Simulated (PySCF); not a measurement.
## From computed data to an observable: chemical shift, span and skew from a shielding tensor

VF5, SMILES [F][V]([F])([F])([F])[F], multiplicity 1. Atoms are numbered in the order given.

```xyz
6

V      0.0000     0.0000     0.0000
F      0.0000     0.0000     1.7210
F      0.0000     0.0000    -1.7210
F     -1.6843     0.0000     0.0000
F      0.8421     1.4586     0.0000
F      0.8421    -1.4586     0.0000
```

Geometry: ωB97X-D3(BJ)/def2-SVP. The spin state was assumed, not searched. The isomer is the one that the SMILES or the coordinates give; other isomers of the formula were not compared.

GIAO shieldings from PBE/pcSseg-1 run with PySCF, non-relativistic, no solvent. The symmetric part of the tensor of F2 has the principal values -498.0, -498.0, 87.8 ppm. The same nucleus in CFCl3 has σ = 133.6 ppm at this level (PySCF, at its B3LYP-D3(BJ)/def2-TZVP geometry).

Question: Work out the isotropic shielding, the ¹⁹F shift against CFCl3, the span and the skew.

Answer: 
σ(iso) = (σ11 + σ22 + σ33)/3 = -302.7 ppm. δ = σ(ref) − σ(iso) = 133.6 − (-302.7) = 436.3 ppm.
Span Ω = σ33 − σ11 = 585.8 ppm. Skew κ = 3(σ(iso) − σ22)/Ω = 1.00, an axial tensor. Tumbling in solution averages the tensor to δ; in a static solid the shielding alone would spread this spin-1/2 line over Ω.
